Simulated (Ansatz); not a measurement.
Isolated molecules relaxed with PBE0-D4/def2-TZVP in Ansatz; ΔE leaves out vibrations. CCSD(T)/CBS adds triple-zeta CCSD(T) − MP2 to the extrapolated MP2 energy (def2 sets, frozen cores). Functionals use def2-TZVPP. Elements past krypton have def2 core potentials. For Br, In outer-core shells are correlated without core-valence functions, which leaves a few kJ/mol of doubt a bond. Scalar relativity is left out up to krypton. Each species was taken in one conformer, which may not be the lowest.

`C[CH2][Al]([Cl])[Cl]` + `[Br][InH2]` → `C[CH2][Al]([Cl])[Br]` + `[Cl][InH2]`  (redistribution)

`C[CH2][Al]([Cl])[Cl]`:

Z-matrix (Å, degrees):
```
C
C 1 1.527
H 1 1.092 2 111.7
H 1 1.093 2 111.5 3 -120.2
H 1 1.092 2 111.7 3 119.5
Al 2 1.939 1 115.9 3 -60.0
H 2 1.097 1 110.9 3 62.2
H 2 1.097 1 110.9 3 177.9
Cl 6 2.091 2 121.4 1 179.7
Cl 6 2.092 2 121.8 1 -0.3
```

`[Br][InH2]`:

Cartesian coordinates in Å:
```
Br -0.434 -1.385 1.648
In 0.057 0.182 -0.216
H 0.743 -0.592 -1.573
H -0.366 1.795 0.142
```

`C[CH2][Al]([Cl])[Br]`:

```xyz
10

C     1.060   -0.861   -0.108
C    -0.285   -0.296   -0.559
Al   -0.998    1.166    0.498
Cl   -2.831    2.052    0.018
Br    0.095    1.987    2.287
H     1.014   -1.249    0.912
H     1.387   -1.680   -0.756
H     1.843   -0.100   -0.122
H    -1.054   -1.079   -0.574
H    -0.232    0.060   -1.596
```

`[Cl][InH2]`:

Cartesian coordinates in Å:
```
Cl 0.529 -1.935 0.562
In -0.066 0.242 -0.070
H 1.129 0.992 -1.027
H -1.592 0.701 0.536
```

Question: Is it downhill or uphill in electronic energy at CCSD(T)/CBS, and by how much? (Estimate.)

Answer: The calculation gave: Uphill: ΔE = +16.7 kJ/mol.

Question: What do these levels give: PBE-D4, CAM-B3LYP-D4, B2PLYP, PBE, SCS-MP2/def2-TZVPP, HF/CBS(def2)? (An estimate is asked.)

Answer: Ansatz gave: PBE-D4 16.4, CAM-B3LYP-D4 18.1, B2PLYP 18.3, PBE 17.0, SCS-MP2/def2-TZVPP 16.6, HF/CBS(def2) 20.0 kJ/mol.

Question: What do rigid-rotor, harmonic-oscillator terms from PBE0-D4/def2-TZVP frequencies (298.15 K, 1 bar) make of the CCSD(T)/CBS value? (An estimate is asked.)

Answer: The calculation gave: ΔZPE = -0.2 kJ/mol, ΔH = +16.6 kJ/mol, ΔS = -1 J/(mol·K), ΔG = +16.8 kJ/mol. Modes under 50 cm⁻¹ make the entropy rough.

Largest T1 diagnostic among the species: 0.014.

At CCSD(T), def2-SVP lies +3.6 kJ/mol from the extrapolated value and def2-TZVPP −0.1 kJ/mol. Leaving LDA and LC-ωPBE aside and taking each functional with its dispersion term where it has one, the values, not all of them listed here, spread over 2.5 kJ/mol, from revPBE-D4 to BHLYP-D4. In def2-TZVPP, CCSD(T) changes the Hartree–Fock value by −3.4 kJ/mol (the triples alone add −0.5 kJ/mol) and MP2 by −3.8 kJ/mol.
